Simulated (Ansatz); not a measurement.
Reaction (ligand exchange at a Ge–O bond): `NB(F)[O][GeH3]` + `[SiH3][SiH2]S` → `[SiH3][SiH2][S][GeH3]` + `NB(O)F`

Calculated with Ansatz (gas phase, PBE0-D4/def2-TZVP geometries, no zero-point term in ΔE). CBS: MP2 limit from def2 TZ/QZ plus the TZ coupled-cluster correction, frozen cores. For Ge outer-core shells are correlated without core-valence functions, which leaves a few kJ/mol of doubt a bond. Scalar relativity is left out up to krypton. One conformer a species, not always the lowest.

| level | ΔE (kJ/mol) |
| --- | --- |
| CCSD/def2-TZVPP | -9.1 |
| CCSD/CBS(def2) | -15.0 |

(1) What does CCSD(T)/CBS give? (An estimate is asked.)

Largest T1 diagnostic among the species: 0.012.

Answers

(1) Ansatz gave: -17.6 kJ/mol. The listed levels differ from it by 8.5, 2.6 kJ/mol.

The D4 term adds −7.0 kJ/mol with B3LYP and −4.0 kJ/mol with PBE0; it sums over pairs of atoms, weighted by their polarisabilities, and B3LYP, whose exchange is more repulsive, gets the larger term. In def2-TZVPP, CCSD(T) changes the Hartree–Fock value by −13.1 kJ/mol (the triples alone add −2.5 kJ/mol) and MP2 by −17.6 kJ/mol.

B3LYP here is the variant with VWN-RPA as its local correlation; programs differ in this.
